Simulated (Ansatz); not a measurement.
Species: sum formula HSiOCl2, net charge 0, doublet state. It need not be the lowest isomer of its formula. 
Geometry from a B3LYP-D3(BJ)/def2-TZVP (Ansatz, an electronic-structure program) optimisation:
SMILES: Cl[SiH]([O])Cl
```xyz
5

O     -0.1808     1.8145    -0.6965
Si    -0.0287     0.4936     0.2800
Cl     1.7025    -0.5267    -0.0707
Cl    -1.5925    -0.7998     0.0729
H     -0.0227     1.1224     1.6142
```
Charge 0, spin multiplicity 2.

Computed values are from Ansatz. Cores are frozen in the correlated levels unless marked. Open shells are spin-unrestricted. No spin-orbit coupling. Non-relativistic. CBS(X,Y): correlation extrapolated as X^-3; Hartree-Fock from the larger set (for Q and 5 zeta extrapolated as (X+1)exp(-9√X)).

Task: What is the dipole moment at CCSD(T)/aug-cc-pV(D+d)Z?

Result: 1.00 D.

Task: What is the atomisation energy De at CCSD(T)/CBS(cc-pV(Q+d)Z,cc-pV(5+d)Z)?

Result: 1560.3 kJ/mol.

Task: What is the T1 diagnostic at CCSD/cc-pV(5+d)Z?

Result: 0.014.

Task: What is the total energy at CCSD(T)/CBS(cc-pV(Q+d)Z,cc-pV(5+d)Z)?

Result: -1284.4530 Eh.
